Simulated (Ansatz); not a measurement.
```yaml
crystal:
  periodic: [false, false, false]
  atoms:
    - {symbol: C, position_ang: [1.032235, 1.881050, -1.162567]}
    - {symbol: C, position_ang: [1.043115, 0.930448, 0.029315]}
    - {symbol: B, position_ang: [0.589883, -0.539158, -0.236968]}
    - {symbol: C, position_ang: [-0.071661, -1.414230, 0.850076]}
    - {symbol: Si, position_ang: [-1.940775, -1.245718, 0.647953]}
    - {symbol: H, position_ang: [1.466892, 2.853247, -0.917237]}
    - {symbol: H, position_ang: [1.594531, 1.464427, -2.001767]}
    - {symbol: H, position_ang: [0.012780, 2.059144, -1.514484]}
    - {symbol: H, position_ang: [0.519973, 1.367132, 0.888475]}
    - {symbol: H, position_ang: [2.083564, 0.802957, 0.380544]}
    - {symbol: H, position_ang: [0.749047, -1.006338, -1.335765]}
    - {symbol: H, position_ang: [0.127212, -2.485419, 0.746978]}
    - {symbol: H, position_ang: [0.138719, -1.091162, 1.875491]}
    - {symbol: H, position_ang: [-2.377158, -1.731864, -0.687294]}
    - {symbol: H, position_ang: [-2.356249, 0.175868, 0.788221]}
    - {symbol: H, position_ang: [-2.635105, -2.043082, 1.693432]}
basis:
  gaussian: {orbitals: cc-pVDZ}
hamiltonian: {xc: {name: PBE0-DH}}
```

```sh
$ ansatz run in.yaml --threads 4 --pin off --events-out ev --progress --plain --max-ram 10444MiB
```

Output, abridged:

```
Functional definition: PBE0-DH
1179 factors; integrals over basis functions are off by at most 1.2e-3 eV
mean field evaluation 1: about -11827.2468 eV, gradient 4.5e1 eV
mean field evaluation 2: about -11827.7873 eV, gradient 4.5e1 eV
mean field evaluation 4: about -11832.7499 eV, gradient 1.9e0 eV
mean field evaluation 8: about -11832.7694 eV, gradient 1.8e-1 eV
mean field evaluation 16: about -11832.7695 eV, gradient 4.8e-5 eV
mean field -11832.76945272 eV, -434.8462568482 hartree, gradient 3.4e-6 eV, S^2 0.000000; 0 other end points of the search recorded, 0 dependent functions left out
9 core orbitals not correlated: weight in the atoms' cores, before any rotation towards them, 1.000 or more for the frozen orbitals, at most 0.000 for the correlated occupied ones
reference -11832.76947479 eV, -434.8462576594 hartree; 15, 15 occupied and 105, 105 virtual orbitals, 1179 factors
second order -21.05083768 eV of doubles, -0.00000000 eV of singles
Total energy: -11835.40082950 eV, -434.9429581614 hartree
```

Hardware: 4 threads of an Arm Neoverse V1 on a shared host. Wall time 2.6 s, peak host memory 0.53 GiB.
